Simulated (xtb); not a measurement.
Job for xtb: GFN2-xTB on BrH2NSi (SMILES N[Si]Br), a point of a torsion scan.

```
$ xtb mol.xyz --gfn 2 --opt vtight --chrg 0 --uhf 0 --input xcontrol
5

N     -0.77042278     0.00650301    -0.03724089
Si     0.68468637    -0.82765019    -0.43335620
Br     0.29534619    -3.00445794    -0.82939342
H     -0.88274837     0.99248142    -0.26633983
H     -1.52330356    -0.47114169     0.45604881
$constrain
  force constant=1.0
  dihedral: 4,1,2,3,210.0
$end
```

The log:

```
[...]
           -------------------------------------------------
          |                Calculation Setup                |
           -------------------------------------------------



           -------------------------------------------------
          |                 G F N 2 - x T B                 |
           -------------------------------------------------

        Reference                      10.1021/acs.jctc.8b01176
      * Hamiltonian:
        H0-scaling (s, p, d)           1.850000    2.230000    2.230000
        zeta-weighting                 0.500000
      * Dispersion:
        s8                             2.700000
        a1                             0.520000
        a2                             5.000000
        s9                             5.000000
      * Repulsion:
        kExp                           1.500000    1.000000
        rExp                           1.000000
      * Coulomb:
        alpha                          2.000000
        third order                    shell-resolved
        anisotropic                    true
        a3                             3.000000
        a5                             4.000000
        cn-shift                       1.200000
        cn-exp                         4.000000
        max-rad                        5.000000


          ...................................................
          :                      SETUP                      :
          :.................................................:
          :  # basis functions                  26          :
          :  # atomic orbitals                  24          :
          :  # shells                           10          :
          :  # electrons                        18          :
          :  max. iterations                   250          :
          :  Hamiltonian                  GFN2-xTB          :
          :  restarted?                      false          :
          :  GBSA solvation                  false          :
          :  PC potential                    false          :
          :  electronic temp.          300.0000000     K    :
          :  accuracy                    1.0000000          :
          :  -> integral cutoff          0.2500000E+02      :
          :  -> integral neglect         0.1000000E-07      :
          :  -> SCF convergence          0.1000000E-05 Eh   :
          :  -> wf. convergence          0.1000000E-03 e    :
          :  Broyden damping             0.4000000          :
          :  net charge                          0          :
          :  unpaired electrons                  0          :
          ...................................................

 iter      E             dE          RMSdq      gap      omega  full diag
   1     -9.7892195 -0.978922E+01  0.102E+01    2.66       0.0  T
   2     -9.8143016 -0.250821E-01  0.592E+00    2.76       1.0  T
   3     -9.8184674 -0.416575E-02  0.449E+00    2.49       1.0  T
   4     -9.8236778 -0.521038E-02  0.237E+00    2.67       1.0  T
   5     -9.8237437 -0.659104E-04  0.888E-01    2.65       1.0  T
   6     -9.8239751 -0.231432E-03  0.437E-01    2.77       1.0  T
   7     -9.8243164 -0.341300E-03  0.332E-01    2.72       1.0  T
   8     -9.8241843  0.132140E-03  0.311E-01    2.71       1.0  T
   9     -9.8243722 -0.187928E-03  0.147E-01    2.72       1.0  T
  10     -9.8244073 -0.350626E-04  0.443E-02    2.74       1.0  T
  11     -9.8244118 -0.452394E-05  0.484E-03    2.74       9.2  T
  12     -9.8244118 -0.288936E-07  0.245E-03    2.74      18.2  T
  13     -9.8244118 -0.131910E-08  0.110E-03    2.74      40.8  T
  14     -9.8244118 -0.140172E-08  0.426E-04    2.74     105.1  T
  15     -9.8244118 -0.124947E-09  0.124E-04    2.74     359.7  T

   *** convergence criteria satisfied after 15 iterations ***

         #    Occupation            Energy/Eh            Energy/eV
      -------------------------------------------------------------
         1        2.0000           -0.8183865             -22.2694
       ...           ...                  ...                  ...
         3        2.0000           -0.5697959             -15.5049
         4        2.0000           -0.5331965             -14.5090
         5        2.0000           -0.4498789             -12.2418
         6        2.0000           -0.4148861             -11.2896
         7        2.0000           -0.4003788             -10.8949
         8        2.0000           -0.3969239             -10.8009
         9        2.0000           -0.3510356              -9.5522 (HOMO)
        10                         -0.2503889              -6.8134 (LUMO)
        11                         -0.1731770              -4.7124
        12                         -0.1592262              -4.3328
        13                         -0.0485990              -1.3224
        14                         -0.0263339              -0.7166
       ...                                ...                  ...
        24                
[...]
00           -0.4164809             -11.3330
         7        2.0000           -0.3920983             -10.6695
         8        2.0000           -0.3894167             -10.5966
         9        2.0000           -0.3631055              -9.8806 (HOMO)
        10                         -0.2531937              -6.8898 (LUMO)
        11                         -0.1975824              -5.3765
        12                         -0.1488344              -4.0500
        13                         -0.0443104              -1.2057
        14                         -0.0090140              -0.2453
       ...                                ...                  ...
        24                          0.7524221              20.4744
      -------------------------------------------------------------
                  HL-Gap            0.1099118 Eh            2.9909 eV
             Fermi-level           -0.3081496 Eh           -8.3852 eV

 SCC (total)                   0 d,  0 h,  0 min,  0.005 sec
 SCC setup                      ...        0 min,  0.000 sec (  1.649%)
 Dispersion                     ...        0 min,  0.000 sec (  0.442%)
 classical contributions        ...        0 min,  0.000 sec (  0.168%)
 integral evaluation            ...        0 min,  0.002 sec ( 35.251%)
 iterations                     ...        0 min,  0.001 sec ( 20.098%)
 molecular gradient             ...        0 min,  0.002 sec ( 38.921%)
 printout                       ...        0 min,  0.000 sec (  3.045%)

         :::::::::::::::::::::::::::::::::::::::::::::::::::::
         ::                     SUMMARY                     ::
         :::::::::::::::::::::::::::::::::::::::::::::::::::::
         :: total energy              -9.774537857513 Eh    ::
         :: gradient norm              0.000042450779 Eh/a0 ::
         :: HOMO-LUMO gap              2.990852517824 eV    ::
         ::.................................................::
         :: SCC energy                -9.834450191373 Eh    ::
         :: -> isotropic ES            0.026529433534 Eh    ::
         :: -> anisotropic ES          0.000261318016 Eh    ::
         :: -> anisotropic XC         -0.006450154870 Eh    ::
         :: -> dispersion             -0.002792253697 Eh    ::
         :: repulsion energy           0.059891437093 Eh    ::
         :: add. restraining           0.000020896767 Eh    ::
         :: total charge              -0.000000000000 e     ::
         :::::::::::::::::::::::::::::::::::::::::::::::::::::

           -------------------------------------------------
          |                Property Printout                |
           -------------------------------------------------

    * Orbital Energies and Occupations

         #    Occupation            Energy/Eh            Energy/eV
      -------------------------------------------------------------
         1        2.0000           -0.8118644             -22.0920
         2        2.0000           -0.6644381             -18.0803
         3        2.0000           -0.5759858             -15.6734
         4        2.0000           -0.5308552             -14.4453
         5        2.0000           -0.4466224             -12.1532
         6        2.0000           -0.4164809             -11.3330
         7        2.0000           -0.3920983             -10.6695
         8        2.0000           -0.3894167             -10.5966
         9        2.0000           -0.3631055              -9.8806 (HOMO)
        10                         -0.2531937              -6.8898 (LUMO)
        11                         -0.1975824              -5.3765
        12                         -0.1488344              -4.0500
        13                         -0.0443104              -1.2057
        14                         -0.0090140              -0.2453
        15                          0.0046235               0.1258
        16                          0.0382921               1.0420
        17                          0.0652732               1.7762
        18                          0.0754127               2.0521
        19                          0.1044080               2.8411
        20                          0.1179076               3.2084
       ...                                ...                  ...
        24                          0.7524221              20.4744
      -------------------------------------------------------------
                  HL-Gap            0.1099118 Eh            2.9909 eV
             Fermi-level           -0.3081496 Eh           -8.3852 eV

     #   Z          covCN         q      C6AA      α(0)
     1   7 N        2.547    -0.391    30.152     8.155
     2  14 Si       1.643     0.439   183.631    28.820
     3  35 Br       0.828    -0.355   194.818    22.504
     4   1 H        0.861     0.138     1.487     1.910
     5   1 H        0.860     0.169     1.276     1.769

 Mol. C6AA /au·bohr⁶  :       1222.023633
 Mol. C8AA /au·bohr⁸  :      65936.953247
 Mol. α(0) /au        :         63.157790


Wiberg/Mayer (AO) data.
largest (>0.10) Wiberg bond orders for each atom
Note: The following floating-point exceptions are signalling: IEEE_DENORMAL
normal termination of xtb

 ---------------------------------------------------------------------------
     #   Z sym  total        # sym  WBO       # sym  WBO       # sym  WBO
 ---------------------------------------------------------------------------
     1   7 N    3.264 --     2 Si   1.314     4 H    0.970     5 H    0.945
     2  14 Si   2.490 --     1 N    1.314     3 Br   1.148
     3  35 Br   1.190 --     2 Si   1.148
     4   1 H    0.981 --     1 N    0.970
     5   1 H    0.971 --     1 N    0.945
 ---------------------------------------------------------------------------

Topologies differ in total number of bonds
Writing topology from bond orders to xtbtopo.mol

molecular dipole:
                 x           y           z       tot (Debye)
 q only:        0.353       1.436       0.075
   full:       -0.139       1.941       0.246       4.985
molecular quadrupole (traceless):
                xx          xy          yy          xz          yz          zz
 q only:        6.793      -0.448     -10.143      -0.994      -3.360       3.350
  q+dip:        9.771      -0.983     -15.701      -0.481      -5.451       5.930
   full:        8.200      -1.715     -15.180       0.217      -5.588       6.980

           -------------------------------------------------
          |                Geometry Summary                 |
           -------------------------------------------------

      molecular mass/u    :      124.0116112
   center of mass at/Å    :        0.1697973      -2.0157726      -0.5760846
  moments of inertia/u·Å² :        0.2743791E+02   0.1807713E+03   0.2078477E+03
rotational constants/cm⁻¹ :        0.6143921E+00   0.9325392E-01   0.8110568E-01

 * 3 selected distances

     #   Z          #   Z                                           value/Å
     1   7 N        2  14 Si                                      1.7088228 (max)
     1   7 N        4   1 H                                       1.0057576 (min)
     1   7 N        5   1 H                                       1.0121508

 * 2 distinct bonds (by element types)

   Z      Z             #   av. dist./Å        max./Å        min./Å
   1 H    7 N           2     1.0089542     1.0121508     1.0057576
   7 N   14 Si          1     1.7088228     1.7088228     1.7088228


optimized geometry written to: xtbopt.xyz


           -------------------------------------------------
          | TOTAL ENERGY               -9.774537857513 Eh   |
          | GRADIENT NORM               0.000042450779 Eh/α |
          | HOMO-LUMO GAP               2.990852517824 eV   |
           -------------------------------------------------

------------------------------------------------------------------------
------------------------------------------------------------------------
 total:
 SCF:
 ANC optimizer:
```

The run finished.

Warnings raised: the energy holds the restraint's term.

Cost: roughly 0.11 core-seconds.
